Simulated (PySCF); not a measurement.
Species: C₃H₅Cl₃O₂Si.
SMILES: `O=C(CC(Cl)(Cl)Cl)O[SiH3]`

Torsions of this conformer, `[O:1]=[C:2]([CH2:3][C:4]([Cl:5])([Cl:6])[Cl:7])[O:8][SiH3:9]`: O1–C2–C3–C4 149°, C2–C3–C4–Cl5 -52°, O1–C2–O8–Si9 -3°.

The closed-shell ground state was solved at several levels (PySCF, density fitting, gas phase, non-relativistic). One conformer (not necessarily the lowest) at the PBE0-D3(BJ)/def2-SVP geometry, without solvent, vibrations or thermal averaging.

| level | basis functions | HOMO (eV) | LUMO (eV) | gap (eV) | dipole (D) |
| --- | --- | --- | --- | --- | --- |
| PBE0/pcSseg-1 | 206 | -8.64 | -1.00 | 7.64 | 1.19 |
| CAM-B3LYP/def2-SVPD | 251 | -10.15 | 0.06 | 10.21 | 1.16 |

Question: What might CAM-B3LYP/pcSseg-1 (206 basis functions) give for the same quantities?

Answer: HOMO -10.07 eV, LUMO 0.26 eV, gap 10.33 eV, dipole 1.17 D.

Question: Over all these levels, which gives the widest orbital gap and which the narrowest?

Answer: CAM-B3LYP/pcSseg-1 (range-separated hybrid) has the widest, 10.33 eV, and PBE0/pcSseg-1 (global hybrid, 25 % exact exchange) the narrowest, 7.64 eV. The two share the basis. From the narrowest to the widest the HOMO moves by -1.43 eV and the LUMO by +1.26 eV.

Question: How far do the dipole and the HOMO energy spread over the levels?

Answer: The dipole runs from 1.16 to 1.19 D (mean 1.17 D) and the HOMO from -10.15 to -8.64 eV.
